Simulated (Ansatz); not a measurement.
Calculated with Ansatz (gas phase, PBE0-D4/def2-TZVP geometries, no zero-point term in ΔE). CCSD(T)/CBS adds triple-zeta CCSD(T) − MP2 to the extrapolated MP2 energy (def2 sets, frozen cores). DFT in def2-TZVPP. B3LYP here is the variant with VWN-RPA as its local correlation; programs differ in this. Elements past krypton have def2 core potentials. For Ge, Sb outer-core shells are correlated without core-valence functions, which leaves a few kJ/mol of doubt a bond. Scalar relativity is left out up to krypton. One conformer a species, not always the lowest.

`C=[N][SbH][SiH2]O` + `C[NH][GeH3]` → `C[N]([GeH3])[SiH2]O` + `C=[N][SbH2]`  (cleavage of the Si–Sb bond)

`C=[N][SbH][SiH2]O`:

Z-matrix (Å, degrees):
```
Si
O 1 1.652
Sb 1 2.585 2 108.9
H 1 1.493 2 112.0 3 -119.6
H 1 1.494 2 110.3 3 121.8
H 2 0.959 1 117.5 3 -175.0
N 3 2.067 1 99.0 2 40.8
H 3 1.708 1 89.9 2 -51.7
C 7 1.257 3 121.6 1 33.5
H 9 1.097 7 118.8 3 176.6
H 9 1.100 7 126.2 3 -3.8
```

`C[NH][GeH3]`:

Cartesian coordinates in Å:
```
C 0.388 1.199 0.617
N 0.758 -0.053 -0.015
Ge -0.584 -1.099 -0.711
H 1.282 1.787 0.842
H -0.188 1.092 1.548
H -0.216 1.792 -0.075
H 1.407 -0.579 0.553
H 0.071 -2.379 -1.251
H -1.246 -0.289 -1.837
H -1.672 -1.472 0.327
```

`C[N]([GeH3])[SiH2]O`:

Cartesian coordinates in Å:
```
C -0.775 1.343 -0.380
N -0.010 0.109 -0.284
Ge -0.820 -1.379 -1.015
Si 1.399 0.017 0.681
O 1.189 -0.398 2.264
H -0.170 2.193 -0.052
H -1.686 1.327 0.234
H -1.078 1.544 -1.414
H -1.099 -1.086 -2.502
H 0.134 -2.567 -0.845
H -2.162 -1.647 -0.304
H 2.259 -1.066 0.156
H 2.031 1.364 0.614
H 0.788 0.247 2.848
```

`C=[N][SbH2]`:

Z-matrix (Å, degrees):
```
C
N 1 1.257
H 1 1.101 2 125.5
H 1 1.098 2 119.0 3 -179.5
Sb 2 2.060 1 120.6 3 -3.2
H 5 1.724 2 96.4 1 17.3
H 5 1.710 2 92.7 1 109.0
```

```csv
level,ΔE (kJ/mol),difference from CCSD(T)/CBS
PBE-D4,-43.1,14.5
r2SCAN-D4,-53.7,3.9
PBE0-D4,-48.0,9.6
B3LYP-D4,-56.0,1.6
ωB97X-V,-59.4,-1.8
ωB97M-V,-62.2,-4.6
B2PLYP,-59.7,-2.1
PBE,-41.9,15.7
PBE0,-47.2,10.4
HF/def2-TZVPP,-67.3,-9.7
SCS-MP2/def2-TZVPP,-66.9,-9.3
CCSD/def2-TZVPP,-65.4,-7.8
MP2/def2-QZVPP,-61.2,-3.6
SCS-MP2/def2-QZVPP,-63.4,-5.8
HF/CBS(def2),-68.3,-10.7
MP2/CBS(def2),-58.0,-0.4
CCSD(T)/CBS,-57.6,0
```

Largest T1 diagnostic among the species: 0.015.

From PBE to PBE0 (25 % exact exchange), in def2-TZVPP and without D4, ΔE moves by −5.3 kJ/mol.
